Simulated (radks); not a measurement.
Q: Species: Bi. Configuration: [Hg] 6p3. All-electron calculation, scalar-relativistic Kohn-Sham, LDA (Slater exchange, Perdew-Zunger correlation), spin-polarised, spherical densities, finite nucleus; open shells are filled with parallel spins first (spin-orbit coupling, left out, can overturn this in heavy ions); Fermi nuclear charge, rms radius 5.5211 fm. Program: a radial shooting solver on a logarithmic mesh with Libxc functionals. Some entries of the table are withheld. Estimate them.

orbital  occ.  eigenvalue (hartree)  r(max) (bohr)  <r> (bohr)
1s up       1             -3327.523       0.009671     0.01581
1s down     1             -3327.521       0.009671     0.01581
2s up       1             -597.9704        0.05624     0.06653
2s down     1             -597.9698        0.05624     0.06653
2p up       3             -511.9637        0.04692     0.06056
2p down     3             -511.9628        0.04692     0.06056
3s up       1             -144.3292         0.1586      0.1718
3s down     1             -144.3284         0.1586      0.1718
3p up       3             -119.7444         0.1589      0.1738
3p down     3             -119.7435         0.1589      0.1738
3d up       5             -94.94497         0.1294      0.1575
3d down     5             -94.94415         0.1294      0.1575
4s up       1             -33.09090         0.3560      0.3774
4s down     1             -33.08959         0.3560      0.3774
4p up       3             -25.02912         0.3761      0.4029
4p down     3             -25.02769         0.3761      0.4029
4d up       5             -15.79278         0.3816      0.4227
4d down     5             -15.79120         0.3816      0.4227
5s up       1              -5.79658         0.7699      0.8303
5s down     1              -5.79301         0.7699      0.8302
4f up       7              -5.61486         0.3415      0.4411
4f down     7              -5.61311         0.3415      0.4410
5p up       3              -3.52144         0.8592      0.9479
5p down     3              -3.51728         0.8593      0.9472
5d up       5              -0.99756          1.034       1.241
5d down     5              -0.98625          1.033       1.231
6s up       1                   (1)          1.875       2.177
6s down     1                   (2)          1.854       2.154
6p up       3              -0.19296          2.454       3.011
6p down     0              -0.14001          2.434       3.095
7s up       0                   (3)          5.707       6.980
7s down     0                   (4)          6.454       8.355

A: 
(1) 6s up eigenvalue (hartree): -0.55640
(2) 6s down eigenvalue (hartree): -0.51034
(3) 7s up eigenvalue (hartree): -0.02667
(4) 7s down eigenvalue (hartree): -0.01343
